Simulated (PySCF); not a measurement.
**Radial density of Fe(5+) (iron, charge +5)**

r2SCAN, [Ar] 3d3, high-spin 4F determinant. Calculation: PySCF 2.14, in an uncontracted even-tempered set (21 s from 0.13 bohr⁻², ratio 2.5; 14 p from 0.17 bohr⁻², ratio 2.5; 10 d from 0.17 bohr⁻², ratio 2.5; 5 f from 0.97 bohr⁻², ratio 2.7; 4 g from 1.4 bohr⁻², ratio 2.7); the spin-free X2C one-electron Hamiltonian (Gaussian nucleus).

```tsv
r (bohr)	4πr²ρ (e/bohr)	4πr²(ρα − ρβ)
0.00105	0.2239	0.0000
0.00177	0.5722	0.0000
0.00298	1.431	-0.0001
0.00502	3.443	-0.0002
0.00844	7.752	-0.0004
0.0142	15.58	-0.0008
0.0239	25.83	-0.0014
0.0402	31.45	-0.0020
0.0676	26.53	-0.0014
0.114	26.69	0.0258
0.191	35.02	0.2944
0.321	18.77	1.4355
0.541	13.90	3.3115
0.910	11.82	2.7655
1.53	1.552	0.5923
2.57	0.02025	0.0156
```

Densities and radii are taken from the X2C orbitals without a picture-change correction, which distorts them close to the nucleus.
